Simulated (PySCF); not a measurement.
**Ionisation energy of Cr²⁺ by level of theory**

Cr²⁺ [Ar] 3d4 (5D) → Cr³⁺ [Ar] 3d3 (4F), as a difference of total energies. Computed with PySCF 2.14 in x2c-TZVPPall (6s5p4d2f1g, 64 functions), with the spin-free X2C one-electron Hamiltonian (Gaussian nucleus). Correlated levels: valence and next inner shell: [Ne] frozen. The calculations carry no spin-orbit coupling.

```json
{"method": "UHF", "ionisation energy (eV)": "29.672"}
{"method": "MP2 (valence and next inner shell)", "ionisation energy (eV)": "30.982"}
{"method": "SCS-MP2 (valence and next inner shell)", "ionisation energy (eV)": "30.550"}
{"method": "CCSD (valence and next inner shell)", "ionisation energy (eV)": "30.751"}
{"method": "CCSD(T) (valence and next inner shell)", "ionisation energy (eV)": "30.784"}
```

A first-order spin-orbit estimate (lowest level to lowest level, LS coupling) adds -0.024 eV.

Errors of the correlated levels include the incompleteness of this basis and the frozen core.

**Question.** Which method comes closest to the reference value, and which is furthest?

**Answer.** The reference is 30.959 ± 0.025 eV (measured; NIST Atomic Spectra Database, ionization energies). Closest: MP2 (valence and next inner shell) (error -0.001 eV); furthest: UHF (error -1.311 eV), both after the spin-orbit estimate.
